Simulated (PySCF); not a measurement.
Molfile (atoms numbered from 1):
```
C5H13NSi2
     RDKit          3D

 21 20  0  0  0  0  0  0  0  0999 V2000
   -1.7374    2.3310    0.1930 C   0  0  0  0  0  0  0  0  0  0  0  0
   -0.5240    1.9108    0.5263 C   0  0  0  0  0  0  0  0  0  0  0  0
    0.0029    0.6464    0.3417 N   0  0  0  0  0  0  0  0  0  0  0  0
    1.5480    0.1789    0.9955 Si  0  0  0  0  0  4  0  0  0  0  0  0
    2.5364   -1.3385   -0.4318 Si  0  0  0  0  0  4  0  0  0  0  0  0
   -0.7729   -0.3061   -0.3670 C   0  0  0  0  0  0  0  0  0  0  0  0
   -1.0095   -0.1714   -1.6630 C   0  0  0  0  0  0  0  0  0  0  0  0
   -1.2844   -1.4499    0.4549 C   0  0  0  0  0  0  0  0  0  0  0  0
   -2.0337    3.3442    0.3906 H   0  0  0  0  0  0  0  0  0  0  0  0
   -2.4624    1.6946   -0.2827 H   0  0  0  0  0  0  0  0  0  0  0  0
    0.1679    2.5812    1.0166 H   0  0  0  0  0  0  0  0  0  0  0  0
    1.3587   -0.3115    2.3783 H   0  0  0  0  0  0  0  0  0  0  0  0
    2.2849    1.4431    1.1273 H   0  0  0  0  0  0  0  0  0  0  0  0
    3.7203   -1.9122    0.2147 H   0  0  0  0  0  0  0  0  0  0  0  0
    1.6773   -2.4693   -0.7969 H   0  0  0  0  0  0  0  0  0  0  0  0
    2.9949   -0.7486   -1.6922 H   0  0  0  0  0  0  0  0  0  0  0  0
   -1.6088   -0.8821   -2.2037 H   0  0  0  0  0  0  0  0  0  0  0  0
   -0.6325    0.6708   -2.2168 H   0  0  0  0  0  0  0  0  0  0  0  0
   -1.9151   -1.0680    1.2575 H   0  0  0  0  0  0  0  0  0  0  0  0
   -1.8639   -2.1370   -0.1554 H   0  0  0  0  0  0  0  0  0  0  0  0
   -0.4557   -1.9897    0.9124 H   0  0  0  0  0  0  0  0  0  0  0  0
  1  2  2  0
  2  3  1  0
  3  4  1  0
  4  5  1  0
  3  6  1  0
  6  7  2  0
  6  8  1  0
  1  9  1  0
  1 10  1  0
  2 11  1  0
  4 12  1  0
  4 13  1  0
  5 14  1  0
  5 15  1  0
  5 16  1  0
  7 17  1  0
  7 18  1  0
  8 19  1  0
  8 20  1  0
  8 21  1  0
M  END
```

[PySCF: GFN2-xTB structure; shieldings: GIAO PBE0/pcSseg-1; no solvent; fast rotation and ring inversion assumed for equivalent nuclei; relativity neglected; one computed conformer]

Chemical shifts δ = σref − σ; 13C, 1H, 29Si against TMS; NH3 for 15N, all at this level.

```
      atoms  nucleus  count  Hirshfeld charge  δ (ppm)
H19/H20/H21       1H      3              0.05        ?
         N3      15N      1             -0.14        ?
         H9       1H      1              0.04     4.07
         C7      13C      1             -0.10    123.5
        H17       1H      1              0.05     5.65
        H11       1H      1              0.05     6.36
H14/H15/H16       1H      3             -0.07     3.39
         C6      13C      1              0.06    155.4
        Si5     29Si      1              0.21        ?
         C2      13C      1              0.00    147.9
         C8      13C      1             -0.12     25.8
    H12/H13       1H      2             -0.08        ?
         C1      13C      1             -0.16     88.7
        H18       1H      1              0.05     5.26
        H10       1H      1              0.03        ?
        Si4     29Si      1              0.29    -41.3
```

**Question.** Estimate the values marked ?.

**Answer.** 
- H12/H13: 5.12 ppm, hydrogen on a silicon bonded to N, Si
- H10: 4.32 ppm, hydrogen on a β carbon of an enol-ether or enamine type C=C; lone-pair donation from O or N shields it, upfield of ordinary alkene protons
- H19/H20/H21: 2.00 ppm, hydrogen on an allylic methyl carbon; allylic position
- N3: 98.8 ppm, enamine nitrogen
- Si5: -120.3 ppm, silicon bonded to Si, 3 H

Shifts are as computed. Against solution values, carbons near 30 ppm lie about +3 ppm off and those near 130 ppm about +5 ppm. Of 1309 compounds with measured shifts, 239 miss one by over three times the rms of a fit or turn the order of signals round; such compounds aren't used in these exercises. Experimental scales use liquid or dissolved standards, which lie at an offset from isolated NH3 (liquid NH3: subtract about 20 ppm).
